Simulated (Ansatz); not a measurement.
One change: `Cl[Si]([SeH])([SeH])[SeH]` becomes `Cl[Si](Cl)([SeH])[SeH]`.

Ansatz, PBE0-D4/def2-TZVP geometries, multiplicity 1. Each molecule was computed in one conformer, which needn't be the lowest.

Scalar relativity is left out up to krypton. Spin–orbit coupling is left out; it splits and shifts lone-pair levels of the heavy atoms by tenths of an eV.

| property | `Cl[Si]([SeH])([SeH])[SeH]` |
| --- | --- |
| HOMO–LUMO gap (ωB97M-V/def2-TZVPP) / eV | 9.98 |
| size of the dipole moment (PBE/def2-TZVPP) / D | 1.69 |
| HOMO energy (PBE/def2-TZVPP) / eV | -6.08 |
| HOMO–LUMO gap (PBE0/def2-TZVPP) / eV | 6.01 |
| size of the dipole moment (B3LYP/def2-TZVPP) / D | 1.73 |
| size of the dipole moment (ωB97M-V/def2-TZVPP) / D | 1.76 |

(1) What does the change do to each property? (Best estimate.)

Results:

(1) Ansatz gave: 
```json
{"property": "HOMO–LUMO gap (ωB97M-V/def2-TZVPP) / eV", "`Cl[Si](Cl)([SeH])[SeH]`": "10.37", "shift": "0.39"}
{"property": "size of the dipole moment (PBE/def2-TZVPP) / D", "`Cl[Si](Cl)([SeH])[SeH]`": "1.42", "shift": "-0.27"}
{"property": "HOMO energy (PBE/def2-TZVPP) / eV", "`Cl[Si](Cl)([SeH])[SeH]`": "-6.25", "shift": "-0.17"}
{"property": "HOMO–LUMO gap (PBE0/def2-TZVPP) / eV", "`Cl[Si](Cl)([SeH])[SeH]`": "6.33", "shift": "0.32"}
{"property": "size of the dipole moment (B3LYP/def2-TZVPP) / D", "`Cl[Si](Cl)([SeH])[SeH]`": "1.45", "shift": "-0.28"}
{"property": "size of the dipole moment (ωB97M-V/def2-TZVPP) / D", "`Cl[Si](Cl)([SeH])[SeH]`": "1.44", "shift": "-0.32"}
```

With PBE0 the HOMO falls by 0.19 eV and the LUMO rises by 0.14 eV, so the gap widens by about 0.33 eV. PBE moves the HOMO by -0.17 eV and ωB97M-V by -0.20 eV. Dipoles are sizes alone; their direction can turn.

B3LYP here is the variant with VWN-RPA as its local correlation; programs differ in this.

Positive LUMOs are unbound, so they and the gaps depend on the basis.
